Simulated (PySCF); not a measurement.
Isomers of [C4H6FO3S]- (charge -1), one GFN2-xTB conformer each. Single-point energies are computed at PBE0/pcSseg-1 (PySCF, gas phase, no added dispersion term), electronic only.

```csv
SMILES,GFN2-xTB relative energy (kcal/mol)
C/C(=C/F)CS(=O)(=O)[O-],2.3
O=S(=O)([O-])[C@@H]1CC[C@@H]1F,0.0
```

Conformers: `[CH3:1]/[C:2](=[CH:3]/[F:4])[CH2:5][S:6](=[O:7])(=[O:8])[O-:9]` (charge -1) with C1–C2–C5–S6 65°; `[O:1]=[S:2](=[O:3])([O-:4])[C@@H:5]1[CH2:6][CH2:7][C@@H:8]1[F:9]` (charge -1) with O1–S2–C5–C6 -66°, S2–C5–C6–C7 -97°, C5–C6–C7–C8 -18°, C6–C7–C8–F9 140°, S2–C5–C8–C7 88°.

Problem. What does PBE0/pcSseg-1 give for the same structures?

Solution. 
```tsv
SMILES	PBE0/pcSseg-1 E (Eh)	PBE0/pcSseg-1 (kcal/mol)	GFN2-xTB (kcal/mol)	point group
C/C(=C/F)CS(=O)(=O)[O-]	-879.01775	0.0	2.3	C1
O=S(=O)([O-])[C@@H]1CC[C@@H]1F	-879.01357	2.6	0.0	C1
```

GFN2-xTB puts O=S(=O)([O-])[C@@H]1CC[C@@H]1F lowest instead. As drawn, the higher has a four-membered ring, which the lower lacks. Neighbours under 5.0 kcal/mol apart (C/C(=C/F)CS(=O)(=O)[O-] and O=S(=O)([O-])[C@@H]1CC[C@@H]1F) can change places with a better method, another conformer or zero-point energy.

Problem. As an exercise, what shares would exp(−E/RT) give at 298.15 K from these electronic energies alone (no entropy, no degeneracies)?

Solution. RT = 0.592 kcal/mol: C/C(=C/F)CS(=O)(=O)[O-] 98.8 %, O=S(=O)([O-])[C@@H]1CC[C@@H]1F 1.2 %.
